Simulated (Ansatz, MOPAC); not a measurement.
Molecule: CHCl$_{2}$ (charge +1, singlet). SMILES of the parent species: Cl[CH]Cl

Atoms: Cl1, C2, Cl3, H4. Bonds: Cl1-C2, C2-Cl3, C2-H4.

Bond lengths (Å) and angles (degrees) optimised at AM1 with MOPAC; PM3 with MOPAC; HF/6-31G* with Ansatz (a quantum-chemistry and plane-wave program); B3LYP/6-31G* with Ansatz, each started from the B3LYP-D3(BJ)/def2-TZVP structure (Ansatz) of the last column. A row stands for all coordinates that are equal there. 6-31G* holds six Cartesian d functions.

| coordinate | AM1 | PM3 | HF/6-31G* | B3LYP/6-31G* | B3LYP-D3(BJ)/def2-TZVP |
|---|---|---|---|---|---|
| Cl1-C2 | 1.613 | 1.567 | 1.621 | 1.637 | 1.626 |
| C2-H4 | 1.122 | 1.120 | 1.078 | 1.092 | 1.089 |
| Cl1-C2-Cl3 | 126.0 | 125.7 | 124.1 | 124.3 | 124.1 |
| Cl1-C2-H4 | 117.0 | 117.2 | 118.0 | 117.9 | 118.0 |

Mean signed difference of all 3 bond lengths from B3LYP-D3(BJ)/def2-TZVP: AM1 0.002 Å, PM3 -0.029 Å, HF/6-31G* -0.007 Å, B3LYP/6-31G* 0.009 Å.
